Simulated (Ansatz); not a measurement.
Relaxation of BCl2H4N (8 atoms, charge 0, multiplicity 1), to a largest force component of 0.03 eV/Å in at most 50 steps.

Computed with Ansatz 0.2.0, UKS PBE/def2-SVP.

```xyz
8
Properties=species:S:1:pos:R:3
B -1.149 0.457 -0.187
N 1.395 -0.647 0.458
Cl -1.613 -0.558 -1.546
Cl -0.718 2.141 -0.457
H 0.550 -0.593 1.033
H -1.262 0.051 0.911
H 1.643 0.311 0.186
H 1.152 -1.160 -0.397
```

Problem. Where does it end, and by what steps?

Solution. The forces met the threshold. After 6 steps the energy has fallen by 0.053 eV; H5 moved furthest, 0.34 Å.

```json
{"step": "0", "energy less start (eV)": "0.0000", "largest force component (eV/Å)": "0.736", "accepted": "yes"}
{"step": "1", "energy less start (eV)": "-0.0382", "largest force component (eV/Å)": "0.404", "accepted": "yes"}
{"step": "2", "energy less start (eV)": "0.1072", "largest force component (eV/Å)": "1.208", "accepted": "no"}
{"step": "3", "energy less start (eV)": "-0.0212", "largest force component (eV/Å)": "0.517", "accepted": "no"}
{"step": "4", "energy less start (eV)": "-0.0475", "largest force component (eV/Å)": "0.224", "accepted": "yes"}
{"step": "5", "energy less start (eV)": "-0.0522", "largest force component (eV/Å)": "0.079", "accepted": "yes"}
{"step": "6", "energy less start (eV)": "-0.0528", "largest force component (eV/Å)": "0.016", "accepted": "yes"}
```

```xyz
8
Properties=species:S:1:pos:R:3
B -1.153 0.463 -0.199
N 1.433 -0.631 0.386
Cl -1.530 -0.579 -1.569
Cl -0.633 2.123 -0.480
H 0.808 -0.744 1.192
H -1.438 0.107 0.918
H 1.503 0.368 0.170
H 1.010 -1.107 -0.418
```

Whether the end is a true minimum wasn't checked by a vibrational analysis.

Time of the run: 17 s on 2 threads of Arm Neoverse V1 (shared host), peak memory 0.14 GiB.
